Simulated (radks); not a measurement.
Values are calculated unless marked as measured or tabulated.
Problem. Mn, configuration [Ar] 3d6 4s1 (not the ground configuration). Code: a radial shooting solver on a logarithmic mesh with Libxc functionals. Model: Dirac Kohn-Sham, LDA (Slater exchange, Perdew-Wang correlation), spin-unpolarised, spherical densities, point nucleus; open shells are shared between the two j in proportion to 2j + 1. Some entries of the table are withheld. Estimate them.

orbital,occ.,eigenvalue (Ry),<r^2> (bohr^2),<1/r> (bohr^-1)
1s1/2,2,-471.0606,0.005005,24.88
2s1/2,2,-54.18492,0.09262,5.311
2p1/2,2,-46.43735,(1),(2)
2p3/2,4,-45.67237,(3),(4)
3s1/2,2,(5),0.8505,1.657
3p1/2,2,-3.76377,0.9742,(6)
3p3/2,4,-3.67110,0.9952,(7)
4s1/2,1,-0.31845,12.52,0.3979
3d3/2,2.4,-0.26975,2.698,1.057
3d5/2,3.6,-0.26205,2.750,1.050

Solution. 
(1) 2p1/2 <r^2> (bohr^2): 0.07418
(2) 2p1/2 <1/r> (bohr^-1): 5.262
(3) 2p3/2 <r^2> (bohr^2): 0.07584
(4) 2p3/2 <1/r> (bohr^-1): 5.175
(5) 3s1/2 eigenvalue (Ry): -5.96377
(6) 3p1/2 <1/r> (bohr^-1): 1.527
(7) 3p3/2 <1/r> (bohr^-1): 1.506
